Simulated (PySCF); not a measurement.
O²⁺ (oxygen, charge +2) across methods

[He] 2s2 2p2, high-spin 3P determinant. All numbers are calculated (PySCF 2.14, the non-relativistic Hamiltonian (point nucleus), in aug-cc-pV5Z).

| method | E (hartree) | mean ε 2s α (eV) | mean ε 2s β (eV) | mean ε 2p α (eV) | Σ⟨r²⟩ (bohr²) | ⟨S²⟩ |
| --- | --- | --- | --- | --- | --- | --- |
| LC-wPBE | -73.2312 | -65.655 | -60.756 | -50.660 | 5.076 | 2.001 |
| TPSS | -73.2980 | -60.508 | -55.649 | -45.465 | 5.055 | 2.002 |
| UHF | -73.10634 | -72.744 | -62.331 | -55.800 | 5.041 | 2.005 |
| PBE0 | -73.2161 | -63.191 | -57.530 | -47.902 | 5.058 | 2.002 |
| TPSSh | -73.2947 | -61.818 | -56.473 | -46.564 | 5.050 | 2.002 |
| r2SCAN | -73.2552 | -61.174 | -55.652 | -46.127 | 5.045 | 2.003 |
| LDA | -72.7084 | -59.483 | -55.216 | -44.992 | 5.102 | 2.001 |
| PBE | -73.2013 | -59.753 | -55.384 | -45.067 | 5.077 | 2.001 |
